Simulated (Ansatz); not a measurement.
Geometry optimisation, RKS PBE0/def2-mTZVP (Ansatz).

The input (input.yaml):

```yaml
crystal:
  periodic: [false, false, false]
  atoms:
    - { symbol: O, position_ang: [-0.40986, 0.8473, -0.61275] }
    - { symbol: Si, position_ang: [0.62558, 0.87899, 0.66413] }
    - { symbol: S, position_ang: [0.63063, -1.34428, 0.88746] }
    - { symbol: O, position_ang: [-0.74017, -1.63533, -0.29157] }
    - { symbol: H, position_ang: [-0.7353, 1.62311, -1.06854] }
    - { symbol: H, position_ang: [-0.00147, 1.43876, 1.84074] }
    - { symbol: H, position_ang: [1.96278, 1.2249, 0.23801] }
    - { symbol: H, position_ang: [-0.94551, -2.592, -0.3148] }
    - { symbol: H, position_ang: [-1.49597, -1.08849, 0.10677] }
total_charge: 1
basis:
  gaussian: { orbitals: def2-mTZVP }
hamiltonian:
  xc: pbe0
relax:
  f_tol: 0.015
  max_steps: 40
```

Launched with:

```bash
$ ansatz run input.yaml --threads 2 --pin off --max-ram 3072MiB --backend cpu --events-out ev --progress --plain --runs-dir out
```

Q: Where does it end, and by what steps?

A: The forces met the threshold. After 18 steps the energy has fallen by 0.591 eV; H9 moved furthest, 0.94 Å.

| step | energy less start (eV) | largest force component (eV/Å) | accepted |
| --- | --- | --- | --- |
| 0 | 0.0000 | 1.185 | yes |
| 1 | -0.1663 | 0.922 | yes |
| 2 | -0.2312 | 0.977 | yes |
| 3 | -0.3068 | 0.972 | yes |
| 4 | -0.4294 | 0.565 | yes |
| 5 | -0.5296 | 0.386 | yes |
| 6 | -0.5741 | 0.330 | yes |
| 7 | -0.5778 | 0.173 | yes |
| 8 | -0.5809 | 0.051 | yes |
| 9 | -0.5790 | 0.274 | no |
| 10 | -0.5825 | 0.044 | yes |
| 11 | -0.5865 | 0.037 | yes |
| 12 | -0.5875 | 0.241 | yes |
| 13 | -0.5743 | 0.241 | no |
| 14 | -0.5904 | 0.094 | yes |
| 15 | -0.5912 | 0.033 | yes |
| 16 | -0.5913 | 0.019 | yes |
| 17 | -0.5914 | 0.016 | yes |
| 18 | -0.5914 | 0.006 | yes |

```xyz
9
Properties=species:S:1:pos:R:3
O -0.710 0.730 -0.422
Si 0.542 0.748 0.708
S 0.844 -1.461 0.683
O -0.652 -1.711 -0.265
H -0.651 1.266 -1.225
H 0.027 1.202 2.007
H 1.761 1.407 0.210
H -1.347 -2.083 0.312
H -0.923 -0.744 -0.558
```

Time of the run: 51 s on 2 threads of Arm Neoverse V2, on a shared host, peak memory 0.22 GiB.
